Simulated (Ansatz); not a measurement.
Relaxation of Pd2Au4 with RKS B3LYP-D4/def2-SVP.

```sh
$ ansatz run in.yaml --threads 4 --pin off --events-out ev --progress --plain --max-ram 4787MiB
```

```yaml
crystal:
  periodic: [false, false, false]
  atoms:
    - {symbol: Pd, position_ang: [1.062650, -0.543280, 2.141500]}
    - {symbol: Pd, position_ang: [0.111170, 0.443580, -0.147230]}
    - {symbol: Au, position_ang: [-0.852540, 1.423430, -2.416690]}
    - {symbol: Au, position_ang: [-1.396840, -1.027920, -1.519400]}
    - {symbol: Au, position_ang: [1.621120, 1.884640, 1.257760]}
    - {symbol: Au, position_ang: [-0.545570, -2.180460, 0.684060]}
basis:
  gaussian: {orbitals: def2-SVP}
hamiltonian: {xc: {name: B3LYP}, dispersion: d4}
scf: {lower_state_search: "off"}
output: {orbitals: {seedname: orbitals}}
relax: {f_tol: 0.02, max_steps: 100}
```

It took 2 min on 4 threads of Intel Xeon 6975P-C on a shared host, peak host memory 0.77 GiB.

Positions (Å) and forces (eV/Å) at steps 1, 2, 3, 4, 5, 6, 7, 8, 9, 10, 11, 12, 13, 14, 15, 16, 17, 18, 19, 20, 21, 22, 23, 24, 25, 26 of 26:

```xyz
6
step=1 energy=-21744.1802 eV
Pd    1.063   -0.543    2.142    0.416    0.660    0.200
Pd    0.111    0.444   -0.147    0.170    0.113    0.198
Au   -0.853    1.423   -2.417    0.080    0.263   -0.065
Au   -1.397   -1.028   -1.519   -1.196   -1.020   -1.193
Au    1.621    1.885    1.258    0.619    0.291    0.794
Au   -0.546   -2.180    0.684   -0.089   -0.307    0.065
6
step=2 energy=-21744.5263 eV
Pd    1.122   -0.456    2.176    0.222   -0.132    0.464
Pd    0.107    0.429   -0.141    0.056    0.257   -0.091
Au   -0.850    1.427   -2.417   -0.177   -0.041   -0.260
Au   -1.518   -1.122   -1.646   -0.384   -0.260   -0.433
Au    1.699    1.914    1.362    0.377    0.362    0.344
Au   -0.561   -2.192    0.666   -0.093   -0.185   -0.023
6
step=3 energy=-21744.4233 eV rejected
Pd    1.197   -0.444    2.289   -0.271   -0.027   -0.425
Pd    0.115    0.487   -0.167   -0.090   -0.591    0.290
Au   -0.930    1.383   -2.516   -0.021   -0.455    0.294
Au   -1.620   -1.191   -1.761    0.389    0.432    0.314
Au    1.810    1.945    1.519   -0.234   -0.262   -0.193
Au   -0.573   -2.180    0.636    0.228    0.902   -0.280
6
step=4 energy=-21744.5634 eV
Pd    1.155   -0.457    2.231   -0.108    0.058   -0.218
Pd    0.113    0.450   -0.145   -0.068   -0.438    0.215
Au   -0.895    1.384   -2.459   -0.006   -0.208    0.138
Au   -1.566   -1.149   -1.705    0.100    0.152    0.052
Au    1.754    1.929    1.439   -0.069   -0.123   -0.026
Au   -0.562   -2.158    0.638    0.151    0.560   -0.161
6
step=5 energy=-21744.5916 eV
Pd    1.159   -0.455    2.237   -0.100    0.029   -0.183
Pd    0.114    0.441   -0.135   -0.025   -0.324    0.201
Au   -0.902    1.358   -2.453    0.006   -0.108    0.086
Au   -1.580   -1.155   -1.723    0.070    0.102    0.040
Au    1.763    1.927    1.454   -0.081   -0.102   -0.062
Au   -0.554   -2.117    0.620    0.130    0.403   -0.083
6
step=6 energy=-21744.6061 eV
Pd    1.138   -0.484    2.233    0.147    0.039    0.233
Pd    0.101    0.430   -0.118    0.033    0.276   -0.136
Au   -0.904    1.335   -2.448   -0.019    0.021   -0.046
Au   -1.589   -1.155   -1.735   -0.070   -0.067   -0.061
Au    1.750    1.890    1.444    0.053    0.044    0.042
Au   -0.496   -2.017    0.624   -0.144   -0.313   -0.033
6
step=7 energy=-21744.6133 eV
Pd    1.132   -0.457    2.253   -0.017   -0.060    0.025
Pd    0.146    0.421   -0.137   -0.099   -0.058   -0.031
Au   -0.869    1.320   -2.460    0.008   -0.031    0.027
Au   -1.669   -1.126   -1.692    0.056    0.050    0.025
Au    1.725    1.908    1.460    0.056    0.094   -0.018
Au   -0.465   -2.066    0.576   -0.003    0.005   -0.027
6
step=8 energy=-21744.6174 eV
Pd    1.104   -0.445    2.266   -0.030   -0.037    0.029
Pd    0.116    0.432   -0.120   -0.069   -0.034   -0.007
Au   -0.864    1.317   -2.460    0.003   -0.010    0.008
Au   -1.671   -1.124   -1.686    0.024    0.028    0.008
Au    1.753    1.898    1.444    0.057    0.067   -0.020
Au   -0.438   -2.079    0.556    0.014   -0.014   -0.018
6
step=9 energy=-21744.6498 eV
Pd    0.945   -0.380    2.348   -0.048    0.192   -0.155
Pd   -0.027    0.477   -0.041    0.074    0.022    0.122
Au   -0.853    1.308   -2.459    0.005    0.034   -0.004
Au   -1.688   -1.110   -1.662   -0.032   -0.058    0.029
Au    1.898    1.837    1.360   -0.105   -0.288    0.014
Au   -0.274   -2.132    0.454    0.106    0.097   -0.006
6
step=10 energy=-21744.6746 eV
Pd    0.776   -0.311    2.408    0.063    0.257   -0.312
Pd   -0.093    0.506    0.003    0.064   -0.054    0.030
Au   -0.853    1.304   -2.467    0.003   -0.033    0.079
Au   -1.727   -1.095   -1.606    0.024   -0.046    0.057
Au    1.999    1.759    1.305   -0.254   -0.475    0.113
Au   -0.102   -2.164    0.358    0.100    0.350    0.033
6
step=11 energy=-21744.7606 eV
Pd    0.668   -0.283    2.447   -0.049   -0.100   -0.019
Pd   -0.152    0.576    0.009   -0.121    0.188   -0.165
Au   -0.895    1.288   -2.506   -0.018   -0.036    0.040
Au   -1.724   -1.098   -1.564   -0.041   -0.075   -0.027
Au    2.038    1.574    1.282    0.109   -0.089    0.067
Au    0.065   -2.057    0.331    0.119    0.112    0.103
6
step=12 energy=-21744.8186 eV
Pd    0.558   -0.294    2.455   -0.075   -0.081   -0.031
Pd   -0.156    0.652   -0.024   -0.068    0.108   -0.153
Au   -0.948    1.243   -2.568    0.004   -0.034    0.113
Au   -1.749   -1.086   -1.478   -0.004   -0.030   -0.009
Au    2.082    1.463    1.328    0.038   -0.105   -0.021
Au    0.213   -1.978    0.288    0.105    0.143    0.100
6
step=13 energy=-21744.8844 eV
Pd    0.431   -0.291    2.486   -0.056    0.022   -0.026
Pd   -0.189    0.739   -0.058    0.028    0.098   -0.023
Au   -1.025    1.232   -2.599   -0.031   -0.047    0.079
Au   -1.719   -1.100   -1.436    0.050   -0.012    0.005
Au    2.130    1.287    1.318   -0.042   -0.138   -0.037
Au    0.373   -1.866    0.288    0.051    0.078    0.004
6
step=14 energy=-21744.9446 eV
Pd    0.301   -0.250    2.503   -0.059    0.015   -0.023
Pd   -0.209    0.815   -0.068    0.018    0.058   -0.042
Au   -1.115    1.229   -2.600   -0.043   -0.028    0.068
Au   -1.653   -1.127   -1.411    0.067    0.015    0.009
Au    2.174    1.098    1.295   -0.048   -0.140   -0.049
Au    0.501   -1.765    0.281    0.065    0.080    0.036
6
step=15 energy=-21745.0132 eV
Pd    0.184   -0.225    2.523   -0.055    0.090   -0.023
Pd   -0.218    0.895   -0.097    0.032    0.009   -0.017
Au   -1.213    1.230   -2.608   -0.053   -0.023    0.072
Au   -1.579   -1.144   -1.388    0.121    0.040    0.047
Au    2.198    0.906    1.270   -0.109   -0.175   -0.050
Au    0.628   -1.661    0.301    0.064    0.058   -0.029
6
step=16 energy=-21745.0857 eV
Pd    0.020   -0.160    2.482    0.013    0.077   -0.067
Pd   -0.162    0.963   -0.148    0.014   -0.011   -0.095
Au   -1.371    1.236   -2.585   -0.024   -0.026    0.130
Au   -1.467   -1.157   -1.344    0.096    0.062    0.025
Au    2.231    0.717    1.281   -0.131   -0.100    0.004
Au    0.750   -1.599    0.314    0.032   -0.003    0.003
6
step=17 energy=-21745.1237 eV
Pd   -0.112   -0.072    2.415    0.035   -0.021   -0.149
Pd   -0.050    0.985   -0.243    0.033    0.010   -0.077
Au   -1.554    1.265   -2.512    0.026   -0.060    0.164
Au   -1.350   -1.164   -1.338    0.041    0.066   -0.006
Au    2.248    0.597    1.325   -0.057    0.068    0.017
Au    0.817   -1.611    0.352   -0.079   -0.063    0.051
6
step=18 energy=-21745.1608 eV
Pd   -0.187   -0.006    2.324   -0.075   -0.049   -0.062
Pd    0.074    0.996   -0.331    0.054   -0.091   -0.011
Au   -1.682    1.291   -2.366   -0.033    0.036    0.015
Au   -1.227   -1.172   -1.394    0.049    0.010    0.066
Au    2.236    0.578    1.325    0.051    0.040   -0.022
Au    0.786   -1.687    0.442   -0.046    0.053    0.014
6
step=19 energy=-21745.1757 eV
Pd   -0.323    0.007    2.194    0.063    0.078   -0.126
Pd    0.233    0.961   -0.438   -0.048    0.182   -0.003
Au   -1.794    1.318   -2.253    0.160   -0.137    0.165
Au   -1.172   -1.162   -1.343   -0.161    0.014   -0.076
Au    2.248    0.581    1.357   -0.134   -0.044    0.019
Au    0.808   -1.705    0.483    0.119   -0.093    0.022
6
step=20 energy=-21745.2029 eV
Pd   -0.371   -0.007    2.116    0.011    0.011   -0.170
Pd    0.261    1.008   -0.458    0.002   -0.031    0.048
Au   -1.767    1.296   -2.224    0.000    0.038    0.008
Au   -1.212   -1.148   -1.264   -0.003   -0.041    0.098
Au    2.223    0.573    1.362   -0.003    0.018    0.048
Au    0.867   -1.723    0.468   -0.007    0.005   -0.033
6
step=21 energy=-21745.2593 eV
Pd   -0.461   -0.027    1.944   -0.068   -0.076   -0.188
Pd    0.336    1.024   -0.498    0.063   -0.030    0.013
Au   -1.756    1.288   -2.178   -0.020    0.022   -0.006
Au   -1.275   -1.130   -1.106    0.016    0.025    0.183
Au    2.204    0.582    1.410    0.002    0.000    0.003
Au    0.952   -1.737    0.428    0.008    0.059   -0.006
6
step=22 energy=-21745.3478 eV
Pd   -0.553   -0.068    1.782   -0.103   -0.051   -0.208
Pd    0.411    1.043   -0.544    0.053   -0.034    0.041
Au   -1.747    1.276   -2.143   -0.006    0.004   -0.005
Au   -1.321   -1.095   -0.933   -0.038    0.053    0.185
Au    2.180    0.586    1.442    0.013   -0.006    0.003
Au    1.030   -1.743    0.396    0.082    0.034   -0.016
6
step=23 energy=-21745.3758 eV
Pd   -0.629   -0.106    1.636    0.068    0.143    0.298
Pd    0.478    1.033   -0.576    0.047   -0.048    0.074
Au   -1.715    1.256   -2.119   -0.012   -0.006   -0.030
Au   -1.403   -1.062   -0.763   -0.168   -0.146   -0.307
Au    2.153    0.600    1.492    0.012   -0.045   -0.018
Au    1.116   -1.720    0.330    0.053    0.103   -0.017
6
step=24 energy=-21745.3972 eV
Pd   -0.598   -0.112    1.704   -0.021   -0.029    0.051
Pd    0.455    1.011   -0.537    0.074    0.076   -0.030
Au   -1.675    1.224   -2.179    0.000   -0.009    0.000
Au   -1.465   -1.062   -0.759   -0.044   -0.038   -0.011
Au    2.166    0.598    1.515   -0.013   -0.013   -0.022
Au    1.116   -1.661    0.257    0.004    0.013    0.012
6
step=25 energy=-21745.3979 eV
Pd   -0.603   -0.123    1.713    0.027    0.030   -0.029
Pd    0.468    1.034   -0.539   -0.035   -0.060    0.048
Au   -1.662    1.209   -2.184   -0.008    0.001   -0.013
Au   -1.481   -1.066   -0.747    0.009    0.022   -0.006
Au    2.166    0.593    1.513    0.001    0.005    0.012
Au    1.111   -1.647    0.244    0.006    0.001   -0.013
6
step=26 energy=-21745.3987 eV
Pd   -0.593   -0.127    1.720    0.002   -0.001   -0.003
Pd    0.458    1.027   -0.531    0.002   -0.002    0.004
Au   -1.657    1.206   -2.200   -0.001   -0.005    0.001
Au   -1.488   -1.056   -0.741   -0.001    0.004   -0.002
Au    2.164    0.595    1.518    0.000    0.000    0.000
Au    1.115   -1.645    0.234   -0.002    0.003    0.000
```

In the def2 sets Au, Pd take a core potential; there is no spin–orbit coupling. The restricted singlet is unstable towards broken spin symmetry in Hartree–Fock (as tested in another run); at B3LYP-D4/def2-SVP this wasn't settled. The relaxation made no stability test and no search for a lower SCF solution. No other spin state of charge 0 was run. The structure comes from a short search, and lower isomers may exist.
